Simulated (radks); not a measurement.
The numbers below are computed, except where a source is named.
Species: Mo28+. Configuration: [Ne] 3s2 3p2 (the NIST ground configuration). Code: a radial shooting solver on a logarithmic mesh with Libxc functionals. Model: Dirac Kohn-Sham, exchange-only PBE, spin-unpolarised, spherical densities, finite nucleus; open shells fill j = l - 1/2 first; Fermi nuclear charge, rms radius 4.4091 fm.

Unscreened Slater integrals over Kohn-Sham orbitals (eV). Large and small components are both included. Empty in this configuration: 3p3/2.

F0(3p1/2,3p1/2): 68.218
F0(3p1/2,3s1/2): 66.597
G1(3p1/2,3s1/2): 42.702
F0(3p1/2,2p3/2): 90.033
G2(3p1/2,2p3/2): 9.7493
F0(3p1/2,2p1/2): 90.613
G0(3p1/2,2p1/2): 9.3246
F0(3p1/2,3p3/2): 67.568
G2(3p1/2,3p3/2): 33.849
F0(3s1/2,3s1/2): 65.284
F0(3s1/2,2p3/2): 85.534
G1(3s1/2,2p3/2): 8.7136
F0(3s1/2,2p1/2): 85.985
G1(3s1/2,2p1/2): 8.7876
F0(3s1/2,3p3/2): 66.017
G1(3s1/2,3p3/2): 42.819
F0(2p3/2,2p3/2): 186.17
F2(2p3/2,2p3/2): 88.667
F0(2p3/2,2p1/2): 189.31
G2(2p3/2,2p1/2): 88.280
F0(2p3/2,3p3/2): 88.610
F2(2p3/2,3p3/2): 22.477
G0(2p3/2,3p3/2): 8.9660
G2(2p3/2,3p3/2): 9.8316
F0(2p1/2,2p1/2): 192.65
F0(2p1/2,3p3/2): 89.164
G2(2p1/2,3p3/2): 9.7319
F0(3p3/2,3p3/2): 66.945
F2(3p3/2,3p3/2): 33.696
